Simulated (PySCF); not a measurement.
Two species compared at the same levels of theory.

First species: C3H4FP.
Cartesian coordinates in Å at the GFN2-xTB level; atoms count from 1:
```xyz
9
C3H4FP angstrom
C     -0.9665   -0.3980    0.0755
C      0.1948    0.5871   -0.0305
F      0.2548    1.3353    1.1426
C      1.4534   -0.0945   -0.2482
P      2.7994   -0.8409   -0.4393
H     -1.8901    0.1423    0.2681
H     -0.7856   -1.0932    0.8925
H     -1.0609   -0.9535   -0.8536
H      0.0143    1.3213   -0.8323
```

Second species: 3-fluorostyrene, C8H7F.
Bonds: C1–C2 (double), C2–C3, C3–C4 (aromatic), C4–C5 (aromatic), C5–C6 (aromatic), C6–C7 (aromatic), C7–F8, C7–C9 (aromatic), C3–C9 (aromatic). Hydrogens: H10, H11 on C1; H12 on C2; H13 on C4; H14 on C5; H15 on C6; H16 on C9.

Levels: B3LYP/def2-SVPD for dipole moment, HOMO energy, LUMO energy, HOMO–LUMO gap, static isotropic polarisability and electronic spatial extent ⟨r²⟩ about the centre of nuclear charge; TDDFT B3LYP/def2-SVPD for lowest singlet excitation; TDA B3LYP/def2-SVPD for lowest triplet excitation (Tamm–Dancoff); GFN2-xTB for rotational constant A and rotational constant C. Geometries: GFN2-xTB. Each structure is a single optimised conformer of the isolated species, non-relativistic unless stated; the electronic structure was computed with PySCF and density fitting.

Dipoles, sizes and rotational constants follow the conformer. The torsions of the flexible species, by atom-mapped SMILES:
- `[CH2:1]=[CH:2][c:3]1[cH:4][cH:5][cH:6][c:7]([F:8])[cH:9]1`: C1–C2–C3–C4 180°

Task: Which of the two has the higher ⟨r²⟩, and by how much?

Result: The second: 1239 bohr² against 615 bohr², a difference of 624 bohr².

Task: Which of the two has the higher rotational constant C, and by how much?

Result: The first: 1.832 GHz against 0.887 GHz, a difference of 0.945 GHz.

Task: Which has the higher T1 energy?

Result: The first: 3.33 eV against 3.21 eV, a difference of 0.12 eV.

Task: Which of the two has the higher HOMO–LUMO gap, and by how much?

Result: The first: 5.70 eV against 5.08 eV, a difference of 0.62 eV.

Task: Which of the two has the higher S1 energy, and by how much?

Result: The second: 4.72 eV against 4.17 eV, a difference of 0.55 eV.

Task: Which has the higher static isotropic polarisability?

Result: The second: 97.1 au against 62.4 au, a difference of 34.7 au.

Task: Which of the two has the higher dipole moment, and by how much?

Result: The first: 1.87 D against 1.64 D, a difference of 0.23 D.

Task: Which has the higher LUMO energy?

Result: The second: -1.56 eV against -1.88 eV, a difference of 0.32 eV.

On the first: The vertical singlet–triplet gap S1 − T1 is 0.84 eV (TDDFT singlet less Tamm–Dancoff triplet; S1: HOMO→LUMO, weight 0.95; T1: HOMO−1→LUMO, weight 0.62, beside HOMO→LUMO+1, weight 0.36). In atomic units the dipole is 0.73 e·bohr (1 au = 2.5417 D).

On the second: The polarisability is 14.39 Å³ as a volume (1 au = 0.148185 Å³), or 1.52 au for each of the 64 electrons. A dipole of 1.64 D is allowed in Cs, and pure rotational transitions are dipole-allowed.
